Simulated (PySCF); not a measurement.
AlFH2NSi (calculated)

All values are calculated (PySCF 2.14.0). Calculation on a computer-drawn molecule: the log of a Hartree-Fock and frozen-core CCSD(T) single point meant for a local Hartree-Fock minimum, with one planted fault or none, to be diagnosed. Offsets are logged minus clean, where the clean run is the same molecule without the fault. The reference is restricted for singlets and unrestricted otherwise, and also for a bond in bohr or an excited solution. Adding or removing an electron swaps singlet and doublet. The excited solution moves the top pair (singlet) or top alpha electron (doublet) to the lowest empty orbital. Highest occupied and lowest empty are orbital energies over both spins, largest force is the largest gradient component, triples share is (T) over the correlation energy, the T1 limit is 0.02 restricted and 0.045 unrestricted, electrons count all cores, a negative frequency is imaginary (commonest isotopes), and the dipole is about the centre of nuclear charge.

Common to all runs: meant charge 0; meant multiplicity 2; meant basis cc-pV(D+d)Z; logged SCF converged yes; logged SCF stable within its kind yes; possible faults no fault, one electron removed, one electron added, multiplicity raised by two, geometry at a saddle point, SCF held on an excited solution, minimal basis STO-3G, one bond length entered in bohr, all coordinates scaled.

(1) AlFH2NSi

Logged structure:
```xyz
6
AlFH2NSi
F     -1.2436     1.8150    -1.3549
Si    -0.1257     1.0724    -0.4915
N      0.0969    -0.4533    -0.3983
Al     0.4362    -3.7603    -0.5513
H      0.6093     2.1479     0.1640
H     -0.3160    -4.6622     0.5317
```

| Item | Value |
| --- | --- |
| logged electrons | 45 |
| logged basis functions | 84 |
| logged spin squared | 1.8004 |
| logged highest occupied | -5.8466 eV |
| logged lowest empty | 0.89582 eV |
| logged largest force | 0.075398 hartree/bohr |
| logged dipole magnitude | 4.5658 debye |
| logged energy HF | -685.79055 hartree |
| planted fault | one bond length entered in bohr, row 3 of the drawn bonds |
| HF energy offset from clean run | 99.56 kcal/mol |

Drawn bonds:
```tsv
atom	other atom	order
1	2	1
2	3	2
3	4	1
2	5	1
4	6	1
```

Notes: coupled-cluster numbers left out as unreliable.

(2) AlFH2NSi

Logged structure:
```xyz
6
AlFH2NSi
F     -1.2436     1.8150    -1.3549
Si    -0.1257     1.0724    -0.4915
N      0.0969    -0.4533    -0.3983
Al     0.2764    -2.2033    -0.4793
H      0.6093     2.1479     0.1640
H     -0.4758    -3.1052     0.6038
```

| Property | Result |
| --- | --- |
| logged electrons | 44 |
| logged basis functions | 84 |
| logged spin squared | 0 |
| logged highest occupied | -16.235 eV |
| logged lowest empty | -6.2161 eV |
| logged largest force | 0.073644 hartree/bohr |
| logged T1 diagnostic | 0.019641 |
| logged D1 diagnostic | 0.052077 |
| logged triples share | 0.028286 |
| logged CC converged | yes |
| logged dipole magnitude | 8.082 debye |
| logged energy HF | -685.69498 hartree |
| logged energy CCSD(T) | -686.2144 hartree |
| planted fault | one electron removed |
| HF energy offset from clean run | 159.5 kcal/mol |
| CCSD(T) energy offset from clean run | 162.1 kcal/mol |

Drawn bonds:
```tsv
atom	other atom	order
1	2	1
2	3	2
3	4	1
2	5	1
4	6	1
```

(3) AlFH2NSi

Structure as in entry 2.

| Property | Result |
| --- | --- |
| logged electrons | 45 |
| logged basis functions | 30 |
| logged spin squared | 1.0886 |
| logged highest occupied | -4.0133 eV |
| logged lowest empty | 7.5589 eV |
| logged largest force | 0.052568 hartree/bohr |
| logged T1 diagnostic | 0.051168 |
| logged D1 diagnostic | 0.22218 |
| logged triples share | 0.040693 |
| logged CC converged | yes |
| logged dipole magnitude | 2.1961 debye |
| logged energy HF | -677.46424 hartree |
| logged energy CCSD(T) | -677.64235 hartree |
| planted fault | minimal basis STO-3G |
| HF energy offset from clean run | 5324 kcal/mol |
| CCSD(T) energy offset from clean run | 5541 kcal/mol |

Drawn bonds:
```tsv
atom	other atom	order
1	2	1
2	3	2
3	4	1
2	5	1
4	6	1
```

Notes: T1 above single-reference limit.
